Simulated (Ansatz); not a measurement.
Ansatz (a quantum-chemistry and plane-wave program) input:

Ansatz 0.2 input:
```yaml
crystal:
  periodic: [false, false, false]
  atoms:
    - {symbol: C, position_ang: [-0.94901568, -1.01257508, -0.70983657]}
    - {symbol: C, position_ang: [0.24450480, -0.15921795, -0.50834521]}
    - {symbol: C, position_ang: [1.47745255, -0.93710708, -0.00339696]}
    - {symbol: C, position_ang: [-0.01269762, 1.02923577, 0.39617433]}
    - {symbol: O, position_ang: [-1.07127765, 1.32092208, 0.88490891]}
    - {symbol: H, position_ang: [-1.91551138, -0.69633897, -0.34811773]}
    - {symbol: H, position_ang: [-0.86170769, -1.94172886, -1.25473583]}
    - {symbol: H, position_ang: [0.54655876, 0.30012272, -1.46861752]}
    - {symbol: H, position_ang: [1.74151269, -1.72302001, -0.71078265]}
    - {symbol: H, position_ang: [2.34084479, -0.27775317, 0.10752371]}
    - {symbol: H, position_ang: [1.26900241, -1.40259850, 0.96069998]}
    - {symbol: H, position_ang: [0.88805747, 1.65192600, 0.58718537]}
basis:
  gaussian:
    orbitals: aug-cc-pVDZ
magnetization: {spin_polarized: true, initial_magnetization: 1}
correlation: {method: ccsd_t, electrons: outside_noble_gas}
output: {forces: true}
```

Task: What final total energy does it print?

Result: -231.20688 Eh (CCSD(T)/aug-cc-pVDZ). The basis has 178 functions.

It need not be the lowest isomer of its formula.
